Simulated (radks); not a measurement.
Problem. These are the eigenvalues of the occupied orbitals of an atom or ion with whole-number occupations (hartree). Method: scalar-relativistic Kohn-Sham, PBE, spin-unpolarised, spherical densities, point nucleus; computed with a radial shooting solver on a logarithmic mesh with Libxc functionals.

| orbital | eigenvalue |
|---|---|
| 1s | -2330.990 |
| 2s | -402.2990 |
| 2p | -354.6909 |
| 3s | -96.27369 |
| 3p | -81.98827 |
| 3d | -64.85274 |
| 4s | -24.38339 |
| 4p | -19.68049 |
| 4d | -13.54071 |
| 5s | -8.01967 |
| 4f | -6.70508 |
| 5p | -6.67707 |

Which element is it, and in what charge state? The configuration may be excited.

Solution. Z = 71, lutetium, charge +10: Lu10+ in [Kr] 4d10 4f12 5s2 5p1. The list shows which subshells hold electrons but not how many an open one holds; the 1s level, -2331 hartree, gives Z - s = 68.3 by -(Z - s)^2/2, which with screening and relativity narrows Z to a few neighbours, and the depths of the outer levels then fix element, charge and occupations together.
